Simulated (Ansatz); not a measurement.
Molecule: dihydroxy(dimethyl)silane, C2H8O2Si, charge 0, multiplicity 1. 
Coordinates optimised at B3LYP-D3(BJ)/def2-TZVP (Ansatz, a quantum-chemistry and plane-wave program):
```
Si
O 1 1.6566
H 2 0.9605 1 117.63
O 1 1.6566 2 111.01 3 -60.32
H 4 0.9605 1 117.63 2 -60.32
C 1 1.8606 2 104.48 3 178.99
H 6 1.0918 1 110.94 2 178.70
H 6 1.0919 7 108.18 1 -121.82
H 6 1.0924 7 108.10 8 -116.17
C 1 1.8606 2 111.82 3 55.93
H 10 1.0918 1 110.94 2 58.55
H 10 1.0919 11 108.18 1 -121.82
H 10 1.0924 11 108.10 12 -116.17
```

Total electronic energies in hartree. Correlated levels leave the core frozen unless marked. No spin-orbit coupling. Non-relativistic. CBS marks a two-point X^-3 extrapolation of the correlation energy; Hartree-Fock from the larger set. The bracket is a focal-point correction in the basis named.

```
level                                                                 program  energy (Eh)
-------------------------------------------------------------  --------------  -----------
RI-HF/cc-pV(Q+d)Z                                                      Ansatz   -519.32184
r2SCAN-D3(BJ)/def2-TZVPD                                       Ansatz + dftd3   -521.06680
PBE0-D3(BJ)/def2-TZVPD                                         Ansatz + dftd3   -520.83732
r2SCANh-D4/def2-TZVPD                                          Ansatz + dftd4   -521.05362
r2SCAN0-D4/def2-TZVPD                                          Ansatz + dftd4   -521.03549
wB97M-V/def2-TZVPD                                                     Ansatz   -521.09823
SCS-MP2/cc-pwCVTZ                                                      Ansatz   -520.27769
CCSD/STO-3G                                                            Ansatz   -513.09267
RI-MP2/CBS(cc-pV(T+d)Z,cc-pV(Q+d)Z)+[CCSD(T)-MP2]/cc-pV(T+d)Z          Ansatz    -520.4831
```

Totals of different functionals don't rank their quality; only differences between species are comparable.
